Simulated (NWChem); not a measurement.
Molecule: SiH2O2, singlet; SMILES O[Si]O

Results from NWChem. Pople sets run with spherical d functions. Low-valent species are run as closed-shell singlets; no triplet was tried in these runs. Each level has its own optimisation; frequencies are unscaled. One conformer.

```json
[
 {"level": "CAM-B3LYP/def2-SVP", "highest harmonic frequency (cm⁻¹)": "3892", "lowest (cm⁻¹)": "314", "zero-point energy (kcal/mol)": "17.7"},
 {"level": "BLYP/def2-SVP", "highest harmonic frequency (cm⁻¹)": "3690", "lowest (cm⁻¹)": "291", "zero-point energy (kcal/mol)": "16.8"},
 {"level": "B3LYP/6-31G*", "highest harmonic frequency (cm⁻¹)": "3777", "lowest (cm⁻¹)": "307", "zero-point energy (kcal/mol)": "17.4"},
 {"level": "B3LYP/3-21G", "highest harmonic frequency (cm⁻¹)": "3578", "lowest (cm⁻¹)": "270", "zero-point energy (kcal/mol)": "16.8"},
 {"level": "PBE0/def2-SVP", "highest harmonic frequency (cm⁻¹)": "3909", "lowest (cm⁻¹)": "309", "zero-point energy (kcal/mol)": "17.7"}
]
```
